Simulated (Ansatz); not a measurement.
Calculated with Ansatz (gas phase, PBE0-D4/def2-TZVP geometries, no zero-point term in ΔE). CCSD(T)/CBS is the MP2 limit (def2-TZVPP, def2-QZVPP) plus CCSD(T) − MP2 in def2-TZVPP, frozen cores. This one scheme is used for every species. DFT in def2-TZVPP. B3LYP here is the variant with VWN-RPA as its local correlation; programs differ in this. Elements past krypton have def2 core potentials. For Se, Sn outer-core shells are correlated without core-valence functions, which leaves a few kJ/mol of doubt a bond. Scalar relativity is left out up to krypton. One conformer a species, not always the lowest.

`[Cl][SnH2][SeH]` + H₂O → `[OH][SnH2][SeH]` + HCl  (formal hydrolysis of the Sn–Cl bond)

```
             level  ΔE (kJ/mol)  difference from CCSD(T)/CBS
            PBE-D4         69.5                         -2.5
         r2SCAN-D4         70.0                         -2.0
          B3LYP-D4         71.3                         -0.7
      CAM-B3LYP-D4         67.9                         -4.1
            B2PLYP         67.9                         -4.1
               PBE         68.2                         -3.8
            r2SCAN         69.7                         -2.3
SCS-MP2/def2-TZVPP         66.6                         -5.4
    MP2/def2-QZVPP         72.7                          0.7
      HF/CBS(def2)         79.2                          7.2
       CCSD(T)/CBS         72.0                            0
```

(1) What do rigid-rotor, harmonic-oscillator terms from PBE0-D4/def2-TZVP frequencies (298.15 K, 1 bar) make of the CCSD(T)/CBS value? (Best estimate.)

Largest T1 diagnostic among the species: 0.012.

Answers

(1) Computed: ΔZPE = -7.2 kJ/mol, ΔH = +64.5 kJ/mol, ΔS = -4 J/(mol·K), ΔG = +65.6 kJ/mol.

From PBE to PBE0 (25 % exact exchange), in def2-TZVPP and without D4, ΔE moves by +6.2 kJ/mol. At CCSD(T), def2-SVP lies −4.7 kJ/mol from the extrapolated value and def2-TZVPP −5.7 kJ/mol. In def2-TZVPP, CCSD(T) changes the Hartree–Fock value by −12.7 kJ/mol (the triples alone add −1.6 kJ/mol) and MP2 by −9.6 kJ/mol.
